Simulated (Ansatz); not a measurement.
`CC(N)N[SiH3]`. Total charge 0; spin multiplicity 1. Geometry: relaxed with PBE0-D4/def2-TZVP. It is one conformer, not always the lowest.

```xyz
15

C     1.085   -0.942   -0.948
C     0.284   -0.572    0.288
N    -0.196   -1.782    0.918
N    -0.764    0.400   -0.001
Si   -0.595    2.089    0.261
H     1.511   -0.052   -1.412
H     1.890   -1.635   -0.696
H     0.436   -1.427   -1.685
H     0.957   -0.085    1.007
H    -0.718   -2.343    0.254
H    -0.827   -1.548    1.675
H    -1.389    0.096   -0.735
H    -1.923    2.716    0.029
H     0.395    2.784   -0.618
H    -0.148    2.302    1.664
```

Question: What is the dipole moment at r2SCAN/def2-TZVPP? (Best estimate.)

Answer: The calculation gave: 1.41 D, with components (-0.82, -0.62, -0.96) D in this frame, pointing from negative to positive charge.

Question: And with PBE, B3LYP, ωB97M-V? (An estimate is asked.)

Answer: Ansatz gave: PBE 1.38 D, B3LYP 1.37 D, ωB97M-V 1.40 D.

Question: Give the Mulliken charges with r2SCAN, PBE, B3LYP in def2-TZVPP. (Best estimate.)

Answer: Ansatz gave: 
```
atom  r2SCAN    PBE  B3LYP
  C1   -0.16  -0.27  -0.26
  C2    0.25   0.14   0.17
  N3   -0.36  -0.32  -0.33
  N4   -0.34  -0.24  -0.29
 Si5    0.36   0.24   0.33
  H6    0.05   0.09   0.09
  H7    0.06   0.10   0.10
  H8    0.02   0.06   0.06
  H9    0.01   0.05   0.06
 H10    0.12   0.12   0.11
 H11    0.13   0.13   0.12
 H12    0.11   0.10   0.10
 H13   -0.08  -0.06  -0.07
 H14   -0.10  -0.08  -0.09
 H15   -0.08  -0.06  -0.08
```

B3LYP here is the variant with VWN-RPA as its local correlation; programs differ in this.
